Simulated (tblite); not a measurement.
Compound: C3H9AsSi.
Z-matrix (Å and degrees, GFN2-xTB geometry), rows numbered from 1:
```
C 
C   1  1.3225
C   2  1.4811  1  124.41
As  3  2.0047  2  112.71  1  -102.49
Si  4  2.3291  3   98.50  2   -47.74
H   1  1.0766  2  122.02  3   178.58
H   1  1.0787  2  121.56  3    -1.99
H   2  1.0841  1  119.92  3  -178.27
H   3  1.0938  2  110.77  1    18.39
H   3  1.0951  2  110.89  1   138.47
H   4  1.5067  3   94.77  2    46.14
H   5  1.4685  4  109.43  3  -168.45
H   5  1.4680  4  115.91  3    70.55
H   5  1.4715  4  109.80  3   -51.13
```

Level: GFN2-xTB in tblite, geometry and Hessian alike; calculated harmonic values, unscaled, isolated species. This tight-binding method is rough: wavenumbers can miss measured ones by several per cent, in bad cases by 10 to 20. Modes of hydrogen on arsenic and silicon can be 10 to 20 % off. One conformer, not necessarily the lowest.

Harmonic wavenumbers (cm⁻¹): 43.3, 91.2, 106.8, 153.1, 238.2, 362.6, 398.1, 430.9, 475.6, 505.6, 634.4, 662.4, 697.6, 783.5, 799.9, 818.7, 838.2, 880.1, 955.8, 1010.6, 1050.3, 1170.3, 1193.4, 1292.3, 1408.0, 1447.7, 1700.6, 1884.0, 2181.1, 2207.0, 2211.1, 2911.0, 2934.3, 3031.1, 3089.6, 3122.4.

A = 3223, B = 1647, C = 1218 MHz; mass 147.969 u (most abundant isotopes); point group C1, symmetry number 1.

Question: Zero-point energy?

Answer: Half the sum of the wavenumbers: 21860 cm⁻¹ = 261.51 kJ/mol.

Question: Give the ideal-gas entropy at 500 K and 1 bar in the rigid-rotor, harmonic-oscillator model (classical rotation).

Answer: Translation 181.92, rotation 124.85, vibration 163.40: S = 470.2 J/(mol K).

Question: And Cp and H(500 K) − H(0)?

Answer: Cp = 188.32 J/(mol K), of which vibrations give 155.07 (their classical limit is 36 R = 299.3); H(500 K) − H(0) = 58.08 kJ/mol without the zero-point energy, 41.46 from vibrations.

Question: What must be added to the electronic energy to get the Gibbs energy at 500 K and 1 bar?

Answer: ZPE + [H(500 K) − H(0)] − T·S = 261.51 + 58.08 − 235.09 = 84.50 kJ/mol.

Question: Which modes carry the vibrational entropy at 500 K?

Answer: 43.3 cm⁻¹: 25.64; 91.2 cm⁻¹: 19.46; 106.8 cm⁻¹: 18.16; 153.1 cm⁻¹: 15.20; 238.2 cm⁻¹: 11.62; 362.6 cm⁻¹: 8.33 J/(mol K); the other 30 give 65.00 together.

Question: Blend soft modes into free rotors: weight 1/[1 + (100 cm⁻¹/ν̃)⁴] for the oscillator and the rest for a rotor with moment μB/(μ + B), μ = h/(8π²ν), B = 10⁻⁴⁴ kg m². What vibrational entropy results?

Answer: 150.32 J/(mol K) in place of 163.40, which changes −T·S at 500 K by +6.54 kJ/mol.

Question: How do the functions run with temperature in this model?

Answer: 
```
 T (K)  S (J/(mol K))  Cp (J/(mol K))  H − H(0) (kJ/mol)  G − H(0) (kJ/mol)  ln q(vib)
    50          241.8            51.9               2.05             -10.04       0.48
   100          283.0            68.1               5.06             -23.24       1.49
298.15          386.9           134.8              25.10             -90.25       5.58
373.15          419.6           157.3              36.08            -120.51       7.12
   750          555.3           231.1             110.91            -305.54      14.48
  1000          625.9           259.1             172.42            -453.43      18.87
```

q(vib) and H(0) count from the zero-point level.

Hindered rotation and anharmonicity are outside this model. Other conformers, if any are populated, would add a mixing term that is left out. The structure is chiral; the term R ln 2 for an equal mix with its mirror image is left out.

Hardware: one thread, Arm Neoverse V2 (aarch64), shared host with 96 logical CPUs at a one-minute load of 76. Cost: 0.34 s of wall time. The figure is for the frequency step alone.
